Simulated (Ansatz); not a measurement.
Geometry optimisation, RKS B3LYP/def2-SVP in Ansatz 0.2.0.

The input (input.yaml):

```yaml
crystal:
  periodic: [false, false, false]
  atoms:
    - { symbol: B, position_ang: [-0.027922, -0.201309, -0.05129] }
    - { symbol: O, position_ang: [0.032249, -0.582477, 1.299679] }
    - { symbol: H, position_ang: [-0.814102, -0.912824, 1.622788] }
    - { symbol: "N", position_ang: [1.207786, -0.10014, -0.734993] }
    - { symbol: H, position_ang: [2.079526, -0.316531, -0.269064] }
    - { symbol: H, position_ang: [1.323676, 0.353461, -1.630106] }
    - { symbol: "N", position_ang: [-1.290945, -0.034724, -0.6995] }
    - { symbol: H, position_ang: [-2.128311, 0.203836, -0.182803] }
    - { symbol: H, position_ang: [-1.351706, 0.25477, -1.668066] }
    - { symbol: Br, position_ang: [0.028704, 2.845175, 1.098043] }
    - { symbol: H, position_ang: [0.189345, 1.546464, 1.835111] }
basis:
  gaussian: { orbitals: def2-SVP }
hamiltonian:
  xc: b3lyp
relax:
  f_tol: 0.03
  max_steps: 50
output:
  orbitals: {}
```

Launched with:

```bash
$ ansatz run input.yaml --threads 4 --pin off --max-ram 5120MiB --backend cpu --events-out ev --progress --plain --runs-dir out
```

**Question.** Where does it end, and by what steps?

**Answer.** The run converged. The force dipped under the threshold on the way, but the program's further checks kept it going. After 33 steps the energy has fallen by 0.285 eV; Br10 moved furthest, 2.31 Å.

| step | energy less start (eV) | largest force component (eV/Å) | accepted |
| --- | --- | --- | --- |
| 0 | 0.0000 | 1.017 | yes |
| 2 | -0.1430 | 0.222 | yes |
| 4 | -0.2208 | 0.474 | yes |
| 6 | -0.2500 | 0.242 | yes |
| 8 | -0.2562 | 0.112 | yes |
| 10 | -0.2602 | 0.112 | yes |
| 12 | -0.2633 | 0.104 | yes |
| 14 | -0.2658 | 0.149 | yes |
| 16 | -0.2692 | 0.103 | yes |
| 18 | -0.2721 | 0.093 | yes |
| 20 | -0.2754 | 0.088 | yes |
| 22 | -0.2790 | 0.129 | yes |
| 24 | -0.2822 | 0.061 | yes |
| 26 | -0.2832 | 0.055 | yes |
| 28 | -0.2841 | 0.050 | yes |
| 30 | -0.2849 | 0.029 | yes |
| 32 | -0.2851 | 0.030 | yes |
| 33 | -0.2851 | 0.016 | yes |

```xyz
11
Properties=species:S:1:pos:R:3
B -0.298 0.024 -0.252
O -0.575 0.476 1.047
H -1.464 0.286 1.364
N 0.997 0.305 -0.747
H 1.676 0.820 -0.201
H 1.320 0.044 -1.668
N -1.288 -0.672 -1.000
H -2.209 -0.897 -0.649
H -1.125 -1.023 -1.935
Br 1.640 2.233 2.643
H 0.574 1.459 2.017
```

Whether the end is a true minimum wasn't checked by a vibrational analysis.

The run took 57 s on 4 threads of Arm Neoverse V2 (shared host), peak memory 0.3 GiB.
